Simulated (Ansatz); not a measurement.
A nudged elastic band was laid between two geometries of CH$_{4}$BrClSi (8 atoms, charge 0, multiplicity 1).

The calculation used Ansatz 0.2.0, RKS LDA/def2-SVP.

```
movable images  : 9
climbing image  : yes
spring          : 5.0 eV/Å²
optimiser       : quadratic models (default)
start path      : IDPP
force threshold : 0.05 eV/Å
iteration limit : 60
end points      : relaxed
```

Image 0:

```xyz
8
Properties=species:S:1:pos:R:3
Si -0.190 0.860 0.395
C 0.333 -0.746 -0.458
Cl 1.066 -1.821 0.743
Br -1.232 -1.526 -1.298
H -0.785 1.790 -0.628
H -1.199 0.497 1.445
H 1.028 1.486 1.020
H 1.070 -0.597 -1.274
```

Image 10:

```xyz
8
Properties=species:S:1:pos:R:3
Si -0.188 0.810 0.489
C 0.318 -0.806 -0.357
Cl -0.918 -2.033 -0.039
Br 0.547 -0.454 -2.251
H -1.499 1.234 -0.106
H -0.334 0.550 1.965
H 0.875 1.847 0.248
H 1.291 -1.205 -0.006
```

What changes between the two ends?

No bond is made or broken. The dihedral H5–Si1–C2–Br4 goes from -59 to 62°. The two ends are copies of one structure, up to a mirror image or an exchange of like atoms.

What energy profile does the band end with?

The run converged. The highest image is number 5 of 0 to 10, 0.162 eV above the ends, which have the same energy within 2 meV. A vibrational analysis at the climbing image gives one clearly imaginary mode, 180i cm⁻¹: a first-order saddle point.

```json
{"image": "0", "path coordinate (Å)": "0.00", "energy (eV)": "0.000", "dihedral H5–Si1–C2–Br4 (°)": "-59"}
{"image": "1", "path coordinate (Å)": "0.38", "energy (eV)": "0.016", "dihedral H5–Si1–C2–Br4 (°)": "-47"}
{"image": "2", "path coordinate (Å)": "0.76", "energy (eV)": "0.057", "dihedral H5–Si1–C2–Br4 (°)": "-35"}
{"image": "3", "path coordinate (Å)": "1.13", "energy (eV)": "0.107", "dihedral H5–Si1–C2–Br4 (°)": "-23"}
{"image": "4", "path coordinate (Å)": "1.51", "energy (eV)": "0.147", "dihedral H5–Si1–C2–Br4 (°)": "-10"}
{"image": "5", "path coordinate (Å)": "1.89", "energy (eV)": "0.162", "dihedral H5–Si1–C2–Br4 (°)": "2"}
{"image": "6", "path coordinate (Å)": "2.27", "energy (eV)": "0.147", "dihedral H5–Si1–C2–Br4 (°)": "14"}
{"image": "7", "path coordinate (Å)": "2.65", "energy (eV)": "0.106", "dihedral H5–Si1–C2–Br4 (°)": "26"}
{"image": "8", "path coordinate (Å)": "3.04", "energy (eV)": "0.056", "dihedral H5–Si1–C2–Br4 (°)": "38"}
{"image": "9", "path coordinate (Å)": "3.42", "energy (eV)": "0.015", "dihedral H5–Si1–C2–Br4 (°)": "50"}
{"image": "10", "path coordinate (Å)": "3.80", "energy (eV)": "0.000", "dihedral H5–Si1–C2–Br4 (°)": "62"}
```

What is the geometry of the highest image?


```xyz
8
Properties=species:S:1:pos:R:3
Si -0.202 0.847 0.445
C 0.336 -0.785 -0.398
Cl 0.003 -2.175 0.647
Br -0.502 -0.954 -2.140
H -1.179 1.581 -0.427
H -0.820 0.529 1.777
H 1.032 1.688 0.646
H 1.425 -0.789 -0.606
```

What are the harmonic wavenumbers there?

180i, 168, 200, 262, 469, 576, 653, 699, 793, 851, 875, 883, 1066, 1132, 2158, 2184, 2195, 3047 cm⁻¹.

The band took 5 iterations and about 90 core-seconds.

Run time: 47 s on 2 threads of Arm Neoverse V2, on a shared host, peak memory 0.15 GiB.
